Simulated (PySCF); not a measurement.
C₂BrCl₂F.

```xyz
6

F      1.9580    -0.0705     0.0000
C      0.6444    -0.1221     0.0000
Br    -0.0532    -1.8450     0.0000
C     -0.0933     1.0011     0.0000
Cl     0.6805     2.5318     0.0000
Cl    -1.8021     0.9939     0.0000
```
Charge 0, spin multiplicity 1.

Geometry: PBE0-D3(BJ)/def2-SVP.

Level of theory: HF/pcSseg-1 (PySCF). Non-relativistic, no solvent.

Computed absolute GIAO shielding of each atom: isotropic value and principal components (ppm):
```
atom  σ(iso)     σ11     σ22     σ33    span
----  ------  ------  ------  ------  ------
F1     301.9   256.5   312.7   336.6    80.2
C2      32.5   -68.8    73.2    93.0   161.8
Br3   2142.9  1759.8  1767.8  2901.1  1141.3
C4      62.2   -29.1   103.5   112.1   141.2
Cl5    741.4   591.7   644.1   988.4   396.7
Cl6    752.1   571.0   677.9  1007.4   436.4
```
